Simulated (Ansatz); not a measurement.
Basis sets compared for In₇As₇H₂₀. The state is a singlet with charge 0. Geometry PBE-D4/def2-SVP. Ansatz on 2 threads of AMD EPYC 7R13 on a shared host and a share (18 GiB) of an NVIDIA H100 80GB HBM3; times are rough, and most runs start from earlier orbitals.

```xyz
34

In   -4.046    1.415    0.388
In    2.619   -3.475    1.112
In    0.124    0.678    2.362
In   -1.725   -2.157   -0.587
In   -1.242    1.604   -3.147
In    1.735    1.121   -1.890
In   -0.395    4.442    0.041
As    0.024   -3.974    0.419
As   -2.092   -0.313    1.270
As   -2.308    2.877   -1.100
As    1.826   -1.424    2.735
As    3.538   -2.265   -1.046
As    1.154    2.207    0.449
As   -0.202   -0.712   -2.230
H    -4.533    2.378    1.749
H    -5.012    0.434   -0.678
H     3.265   -4.801    2.037
H    -0.076    1.458    3.907
H    -3.071   -2.949   -1.349
H    -1.688    1.766   -4.815
H     0.609    2.314   -2.960
H     3.287    1.014   -2.643
H    -0.950    4.931    1.613
H     0.387    5.358   -1.213
H    -0.694   -4.676    1.573
H     0.000   -5.172   -0.530
H    -2.703   -1.114    2.424
H    -3.195    3.856   -1.874
H     1.424   -1.997    4.096
H     3.117   -0.772    3.231
H     3.221   -0.910   -0.375
H     4.969   -2.243   -0.464
H     2.526    2.602    0.997
H     0.107   -1.498   -3.503
```

In the def2 sets In takes a core potential; there is no spin–orbit coupling. Single mean-field runs in def2-SVP, def2-TZVP are fitted with def2-universal-jkfit.

Binding counts from free atoms (In doublet, As quartet, H doublet) in the same basis, without a counterpoise term.

| level | functions | energy (Eh) | HOMO (eV) | LUMO (eV) | binding per atom (eV) | wall time |
| --- | --- | --- | --- | --- | --- | --- |
| PBE-D4/def2-SVP (with forces) | 506 | -16990.0448 | -5.79 | -2.36 | 2.34 | 13 s |
| PBE0-D4/def2-SVP (with forces) | 506 | -16990.5343 | -6.71 | -1.62 | 2.33 | 13 s |

Problem. Estimate the rows for PBE-D4/def2-TZVP, PBE0-D4/def2-TZVP.

Solution. 
| level | functions | energy (Eh) | HOMO (eV) | LUMO (eV) | binding per atom (eV) | wall time |
| --- | --- | --- | --- | --- | --- | --- |
| PBE-D4/def2-TZVP | 806 | -16992.0479 | -5.85 | -2.44 | 2.35 | 10 s |
| PBE0-D4/def2-TZVP | 806 | -16992.5235 | -6.74 | -1.68 | 2.35 | 14 s |
